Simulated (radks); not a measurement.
Question: Species: Tb3+. Configuration: [Xe] 4f6 6p2 (not the ground configuration). Calculated with a radial shooting solver on a logarithmic mesh with Libxc functionals: Dirac Kohn-Sham, LDA (Slater exchange, Perdew-Wang correlation), spin-unpolarised, spherical densities, finite nucleus; open shells are shared between the two j in proportion to 2j + 1; Fermi nuclear charge, rms radius 5.06 fm. Some entries of the table are withheld. Estimate them.

| orbital | occ. | eigenvalue (hartree) | <r> (bohr) |
|---|---|---|---|
| 1s1/2 | 2 | -1903.787 | (1) |
| 2s1/2 | 2 | -317.3233 | 0.09103 |
| 2p1/2 | 2 | -301.7912 | 0.07593 |
| 2p3/2 | 4 | -274.3954 | 0.08288 |
| 3s1/2 | 2 | -72.17348 | 0.2393 |
| 3p1/2 | 2 | (2) | 0.2288 |
| 3p3/2 | 4 | (3) | 0.2421 |
| 3d3/2 | 4 | -48.02083 | (4) |
| 3d5/2 | 6 | -46.78772 | (5) |
| 4s1/2 | 2 | -16.03710 | 0.5392 |
| 4p1/2 | 2 | (6) | 0.5494 |
| 4p3/2 | 4 | (7) | 0.5789 |
| 4d3/2 | 4 | -7.68651 | 0.6087 |
| 4d5/2 | 6 | -7.45075 | 0.6188 |
| 5s1/2 | 2 | -3.42596 | 1.244 |
| 5p1/2 | 2 | -2.62749 | 1.358 |
| 5p3/2 | 4 | -2.41422 | 1.433 |
| 4f5/2 | 2.57143 | -2.17594 | 0.7428 |
| 4f7/2 | 3.42857 | -2.13991 | 0.7500 |
| 6p1/2 | 0.666667 | -0.85132 | 3.162 |
| 6p3/2 | 1.33333 | -0.81040 | 3.295 |

Answer: 
(1) 1s1/2 <r> (bohr): 0.02152
(2) 3p1/2 eigenvalue (hartree): -65.39915
(3) 3p3/2 eigenvalue (hartree): -59.74851
(4) 3d3/2 <r> (bohr): 0.2143
(5) 3d5/2 <r> (bohr): 0.2184
(6) 4p1/2 eigenvalue (hartree): -13.37562
(7) 4p3/2 eigenvalue (hartree): -12.09033
